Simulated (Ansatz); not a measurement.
Start from `[O]=[Nb]([OH])([OH])[OH]` and change one atom or group to get `[O]=[Nb]([OH])([OH])[Cl]`.

Ansatz, PBE0-D4/def2-TZVP geometries, multiplicity 1. Each molecule was computed in one conformer, which needn't be the lowest.

Elements past krypton have def2 core potentials.

```tsv
property	`[O]=[Nb]([OH])([OH])[OH]`
size of the dipole moment (B3LYP/def2-TZVPP) / D	0.43
LUMO energy (PBE/def2-TZVPP) / eV	-1.55
size of the dipole moment (PBE/def2-TZVPP) / D	0.44
HOMO energy (ωB97M-V/def2-TZVPP) / eV	-11.74
HOMO energy (PBE/def2-TZVPP) / eV	-7.61
HOMO–LUMO gap (B3LYP/def2-TZVPP) / eV	8.09
```

Task: Give the same properties after the change, and the shifts. (Best estimate.)

Result: Ansatz gave: 
| property | `[O]=[Nb]([OH])([OH])[Cl]` | shift |
| --- | --- | --- |
| size of the dipole moment (B3LYP/def2-TZVPP) / D | 2.34 | 1.91 |
| LUMO energy (PBE/def2-TZVPP) / eV | -2.43 | -0.88 |
| size of the dipole moment (PBE/def2-TZVPP) / D | 2.38 | 1.94 |
| HOMO energy (ωB97M-V/def2-TZVPP) / eV | -11.42 | 0.32 |
| HOMO energy (PBE/def2-TZVPP) / eV | -7.67 | -0.06 |
| HOMO–LUMO gap (B3LYP/def2-TZVPP) / eV | 6.98 | -1.11 |

With PBE0 the HOMO rises by 0.17 eV and the LUMO falls by 0.94 eV, so the gap narrows by about 1.11 eV. PBE moves the HOMO by -0.06 eV and ωB97M-V by 0.32 eV. The zero-point energy changes by -30.2 kJ/mol with -3 modes. Dipoles are sizes alone; their direction can turn.

B3LYP here is the variant with VWN-RPA as its local correlation; programs differ in this.
